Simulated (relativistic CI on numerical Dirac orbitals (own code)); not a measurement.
Level scheme of Ho²⁺

Computed by Dirac-Coulomb-Breit CI, orbitals from a KLI potential per configuration, model QED (radiative potential, 1s self-energy scaled to tabulated hydrogen-like ionisation energies), valence Slater integrals scaled by 0.85, P86 correlation estimate, and configurations built on the next ion tied to the tabulated ionisation energy (semi-empirical) (own radial code, finite nucleus).

CI space (outside the closed core [Kr] 4d10 5s2): 4f11 5p6, 4f10 5p6 5d, 4f10 5p6 6s, 4f10 5p6 6p, 4f10 5p6 6d, 4f10 5p6 7s, 4f10 5p6 5f, 4f10 5p6 6f, 4f9 5p6 6s2, 4f11 5p5 5d, 4f10 5p6 7p, 4f13 5p4, 4f12 5p5. Levels of other configurations are missing.

```csv
No.,Configuration,Term,J,E (cm⁻¹),%,Landé g,jj configuration (%)
41,4f10 5p6 5d,6K,13/2,31031.3,31,1.108,4f5/2^4 4f7/2^6 5d5/2 (29)
42,4f10 5p6 5d,6I,9/2,31040.0,46,1.002,4f5/2^4 4f7/2^6 5d5/2 (21)
43,4f11 5p6,4G°,7/2,31214.1,75,0.968,4f5/2^4 4f7/2^7 (89)
44,4f10 5p6 5d,6H,7/2,31485.7,45,0.756,4f5/2^4 4f7/2^6 5d3/2 (24)
45,4f11 5p6,2G°,9/2,31529.4,36,1.067,4f5/2^3 4f7/2^8 (52)
46,4f11 5p6,4G°,5/2,31617.7,83,0.654,4f5/2^5 4f7/2^6 (57)
47,4f10 5p6 5d,6L,15/2,31740.3,67,1.021,4f5/2^4 4f7/2^6 5d3/2 (51)
48,4f10 5p6 5d,4G,11/2,32052.0,70,1.233,4f7/2^4 5d5/2 (39)
49,4f11 5p6,2D°,5/2,32352.2,75,1.118,4f5/2^4 4f7/2^7 (68)
50,4f10 5p6 6s,6I,15/2,32732.3,71,1.223,4f5/2^5 4f7/2^5 6s (75)
51,4f10 5p6 5d,6K,11/2,32796.5,55,0.914,4f5/2^4 4f7/2^6 5d3/2 (21)
52,4f10 5p6 5d,6I,7/2,33106.6,49,0.725,4f5/2^4 4f7/2^6 5d5/2 (24)
53,4f10 5p6 5d,6H,9/2,33278.2,37,1.016,4f5/2^4 4f7/2^6 5d5/2 (33)
54,4f10 5p6 6s,6I,13/2,33358.0,53,1.129,4f5/2^5 4f7/2^5 6s (73)
55,4f10 5p6 5d,4K,15/2,33483.5,50,1.103,4f5/2^4 4f7/2^6 5d5/2 (47)
56,4f10 5p6 5d,6L,13/2,33750.1,72,0.881,4f5/2^4 4f7/2^6 5d3/2 (32)
57,4f10 5p6 5d,4L,17/2,33944.9,60,1.092,4f5/2^4 4f7/2^6 5d5/2 (54)
58,4f10 5p6 5d,6H,5/2,33951.8,72,0.424,4f5/2^4 4f7/2^6 5d5/2 (20)
59,4f10 5p6 5d,6K,9/2,34272.5,64,0.666,4f5/2^4 4f7/2^6 5d3/2 (21)
60,4f10 5p6 5d,4I,13/2,34672.9,43,1.078,4f5/2^4 4f7/2^6 5d5/2 (39)
61,4f10 5p6 5d,6G,7/2,34992.6,49,0.979,4f5/2^4 4f7/2^6 5d5/2 (39)
62,4f10 5p6 5d,4H,11/2,35343.9,33,1.021,4f5/2^5 4f7/2^5 5d5/2 (29)
63,4f10 5p6 5d,6L,11/2,35417.1,67,0.727,4f5/2^4 4f7/2^6 5d3/2 (30)
64,4f10 5p6 5d,6P,7/2,36027.3,66,1.618,4f5/2^5 4f7/2^5 5d3/2 (37)
65,4f10 5p6 5d,6G,5/2,36202.3,74,0.771,4f5/2^4 4f7/2^6 5d5/2 (36)
66,4f10 5p6 5d,4G,9/2,36427.4,51,1.160,4f5/2^5 4f7/2^5 5d5/2 (38)
67,4f10 5p6 6s,6I,11/2,36521.8,73,1.020,4f5/2^4 4f7/2^6 6s (59)
68,4f10 5p6 6s,4I,13/2,36591.6,42,1.109,4f5/2^4 4f7/2^6 6s (46)
69,4f10 5p6 5d,4K,13/2,36749.7,31,1.057,4f5/2^4 4f7/2^6 5d5/2 (22)
70,4f10 5p6 5d,4L,15/2,37075.7,67,1.005,4f5/2^4 4f7/2^6 5d5/2 (35)
```

Energies count from the lowest computed level; ° marks odd parity. Filled j subshells are mostly left out of the jj labels.

The mean weight of the leading LS term, summed over parents, in these 30 levels is 57 %, and that of the leading jj configuration (from the same eigenvectors) 41 %, so LS coupling describes them better.

Configurations that consist of the next ion and one excited electron were tied to the tabulated ionisation energy; Rydberg ones are usually within 1,000 to 3,000 cm⁻¹ and the lowest ones within about 6,000 (9,000 in d shells), while levels on excited terms of the next ion carry the error of that term, and the other configurations can be misplaced by 10,000 cm⁻¹ or more. Rates follow the energies as ν³ (E1, M1) or ν⁵ (E2), so rates, branching and lifetimes can be off by large factors. The fine structure of a lone outer electron comes out too small, for d and f at times inverted, and misplaced configurations move strength between like terms. 8 of the 67 excited levels that our extract of the measured tables holds in this range could be paired (the sources list more); they are missed by 969 cm⁻¹ on average and 2125 at most, and levels without a partner can miss by more. Some levels of the ground configuration have no partner and can miss by 10 % or more.

LS names give the leading component of a level, which can be under half, so a name can repeat, a term be missing and a line seem to break the LS rules.
